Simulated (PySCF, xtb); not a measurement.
Se(iPr)(OH) (C₃H₈OSe), SMILES CC([Se]O)C.

Coordinates come from a PBE0-D3(BJ)/def2-SVP optimisation. Other conformers were not sampled.

Method: C-PCM-ωB97X/def2-SVP (PySCF).

The values are the electrostatic part of the solvation free energy, E(continuum) − E(gas) at the gas-phase geometry, in a cavity of scaled van der Waals radii (PySCF's table); cavitation and dispersion terms are not included. In vacuum the orbital gap is 10.31 eV. The dipole moment in vacuum is 2.00 D.

Computed values in water (ε = 78.36), chloroform (ε = 4.71), acetone (ε = 20.49):
```json
[
 {"solvent": "water", "ε": "78.36", "ΔG(elec) (kcal/mol)": "-5.2", "dipole (D)": "2.66", "gap (eV)": "10.44"},
 {"solvent": "chloroform", "ε": "4.71", "ΔG(elec) (kcal/mol)": "-4.0", "dipole (D)": "2.49", "gap (eV)": "10.41"},
 {"solvent": "acetone", "ε": "20.49", "ΔG(elec) (kcal/mol)": "-5.0", "dipole (D)": "2.63", "gap (eV)": "10.43"}
]
```

For comparison, GFN2-xTB/ALPB(water) (xtb, at the GFN2-xTB geometry, all terms of that model) gives -4.3 kcal/mol.
